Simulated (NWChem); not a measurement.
# CH5AlSe; SMILES [CH3][AlH][SeH]

```xyz
8

Al    -0.6118    -1.1079     0.0000
H     -2.1817    -1.3484     0.0000
C      0.7197    -2.5480     0.0000
H      0.5931    -3.1923    -0.8802
H      0.5931    -3.1923     0.8802
H      1.7524    -2.1827     0.0000
Se     0.1217     1.1162     0.0000
H     -1.2585     1.6551     0.0000
```
Atoms are numbered in this order, from 1.

Geometry: optimised at B3LYP/6-31G* (spherical d).

Symmetry labels are those of Cs in the frame above (b1 and b2, or b-type labels, depend on it).

Q: List the 4 lowest vertical singlet excitations from PBE/6-31G* (spherical d), TDA (NWChem).

A: 
```
state  energy (eV)  oscillator strength  symmetry  leading excitation (squared amplitude)
-----  -----------  -------------------  --------  --------------------------------------
S1            4.86                0.098        a'                      HOMO → LUMO (0.92)
S2            5.25                0.000        a"                    HOMO−1 → LUMO (0.90)
S3            5.32                0.000        a"                    HOMO−2 → LUMO (0.92)
S4            5.74                0.063        a"                    HOMO → LUMO+1 (0.91)
```
